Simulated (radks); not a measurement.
The numbers below are computed, except where a source is named.
Ionisation of Tm2+, [Xe] 4f13, to Tm3+, [Xe] 4f12, under several functionals. Dirac Kohn-Sham, spin-unpolarised, spherical densities, point nucleus; open shells fill j = l - 1/2 first; a radial shooting solver on a logarithmic mesh with Libxc functionals.

| functional | E(Tm2+) (hartree) | Exc (hartree) | IE (eV) | -e(HOMO) (eV) | <r> HOMO (bohr) | IE error (eV) |
|---|---|---|---|---|---|---|
| BLYP | -13582.3801 | -287.4734 | 25.607 | 16.863 | 0.8113 | +1.947 |
| B86b exchange with PBE correlation | -13582.6115 | -287.7250 | 25.767 | 16.987 | 0.8094 | +2.107 |
| RPBE | -13581.9553 | -287.0616 | 25.682 | 16.909 | 0.8099 | +2.022 |
| LDA (Slater exchange, Perdew-Wang correlation) | -13573.0186 | -278.0410 | 26.091 | 17.294 | 0.8086 | +2.431 |
| PBEsol | -13577.2142 | -282.2739 | 25.792 | 17.001 | 0.8090 | +2.132 |
| PW91 | -13582.9702 | -288.0902 | 25.849 | 17.071 | 0.8097 | +2.189 |
| exchange-only LDA | -13566.0672 | -271.0005 | 24.366 | 15.675 | 0.8131 | +0.706 |
| BP86 | -13583.2976 | -288.4209 | 25.842 | 17.051 | 0.8086 | +2.182 |

NIST Atomic Spectra Database: 23.66 eV (semi-empirical). Closest: exchange-only LDA. The Delta-SCF values span 1.73 eV, the total energies 17.23 hartree. The highest occupied level is 4f7/2. Spin polarisation and multiplet splitting are left out, so open shells lie too high by an amount that depends on their filling.

Beside tabulated values, note that spin-unpolarised runs miss the spin-polarisation part of the exchange energy of open shells.
